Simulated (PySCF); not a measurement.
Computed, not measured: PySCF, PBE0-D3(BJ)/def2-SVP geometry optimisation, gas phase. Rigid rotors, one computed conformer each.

Species:
1. `[CH3:1][C@H:2]([CH2:3][F:4])[GeH2:5][C:6]([F:7])([F:8])[F:9]` with C1–C2–C3–F4 -175°, C1–C2–Ge5–C6 69°
2. `[CH3:1][O:2][c:3]1[cH:4][cH:5][cH:6][cH:7][c:8]1[Se:9][CH3:10]` with C1–O2–C3–C4 1°, C7–C8–Se9–C10 0°
3. cis-1-chloro-2-fluoroethylene, `F/C=C\Cl`

Rotational constants (MHz) and dipole components (D):

```csv
set,A,B,C,μa,μb,μc
P,1484,853.5,804.3,2.11,1.85,0.65
Q,16709,3708,3035,0.70,1.94,0.00
R,1406,788.7,508.5,0.86,0.03,0.03
```

Which set belongs to which species?

P = 1, Q = 3, R = 2.

- 1 (set P): mass 206.0 u, 9 heavy atoms, longest extent 5.9 Å, C1, asymmetric top, Ia, Ib, Ic = 340.6, 592.1, 628.4 u·Å².
- 2 (set R): mass 202.0 u, 10 heavy atoms, longest extent 7.6 Å, asymmetric top, Ia, Ib, Ic = 359.6, 640.8, 993.8 u·Å².
- 3 (set Q): mass 80.0 u, 4 heavy atoms, longest extent 3.7 Å, Cs, near-prolate asymmetric top, Ia, Ib, Ic = 30.2, 136.3, 166.5 u·Å².

Each constant is 505379 MHz·u·Å² over a principal moment. Point groups hold within 0.08 Å; constants that symmetry makes equal can differ a little in the computed geometry, and forbidden dipole components can keep a residue. No structure here is proved a minimum.
